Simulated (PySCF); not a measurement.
## Calculated properties of `C#C[C@@H](C(N)=S)CC=C`

Species: C₇H₉NS.
SMILES with atom numbers: `[CH:1]#[C:2][C@H:3]([CH2:4][CH:5]=[CH2:6])[C:7]([NH2:8])=[S:9]` (hydrogens: H10 on C1; H11 on C3; H12, H13 on C4; H14 on C5; H15, H16 on C6; H17, H18 on N8)

Cartesian coordinates in Å at the PBE0-D3(BJ)/def2-SVP level; atoms count from 1:
```
atom  x, y, z in Å
C1    -0.7499    0.5749   -2.5285
C2    -0.6086    0.5215   -1.3256
C3    -0.4531    0.4356    0.1240
C4     0.6164   -0.6070    0.5291
C5     1.9644   -0.3168   -0.0489
C6     3.0455   -0.0175    0.6720
C7    -1.7686    0.1625    0.8623
N8    -2.8080   -0.1594    0.0910
S9    -1.8467    0.2523    2.5077
H10   -0.8583    0.6407   -3.5957
H11   -0.1081    1.4160    0.4928
H12    0.6515   -0.6151    1.6279
H13    0.2649   -1.5993    0.1973
H14    2.0424   -0.3519   -1.1424
H15    4.0088    0.1871    0.1974
H16    3.0073    0.0294    1.7653
H17   -3.6987   -0.3488    0.5328
H18   -2.7214   -0.1689   -0.9204
```

Some functional groups and rings: alkyne, C=C double bond and thiocarbonyl.

PBE0-D3(BJ)/def2-SVP geometry optimisation, gas phase (PySCF):

| Quantity | Value |
| --- | --- |
| Point group | C1 |
| Rotational constants A, B, C | 1.668, 1.013, 0.661 GHz |

**CAM-B3LYP/def2-SVPD ground state and vertical TDDFT (core frozen in the response) (PySCF)**

| Property | Result |
| --- | --- |
| Dipole moment | 4.17 D |
| HOMO energy | -7.57 eV |
| LUMO energy | -0.02 eV |
| HOMO–LUMO gap | 7.55 eV |
| Lowest singlet excitation | 3.49 eV (355 nm, f = 0.000) |
| Strongest line among the 6 lowest singlet transitions | S2 at 5.07 eV (245 nm, f = 0.182) |
| Static isotropic polarisability | 114.4 au |
| Electronic spatial extent ⟨r²⟩ about the centre of nuclear charge | 1688 bohr² |

Monoisotopic mass from the formula: 139.0456 u.

With B = h/(8π²I), that is 505.379 GHz u Å² over I, the principal moments of inertia are 303.1, 498.8 and 764.4 u Å² (most abundant isotopes). The 6 singlets span 3.49 to 6.39 eV, and their oscillator strengths add up to 0.29. The principal polarisabilities are 78.4, 123.7 and 141.1 au; their mean is the isotropic value. A dipole of 4.17 D is allowed in C1, and pure rotational transitions are dipole-allowed.

One conformer stands for the species.
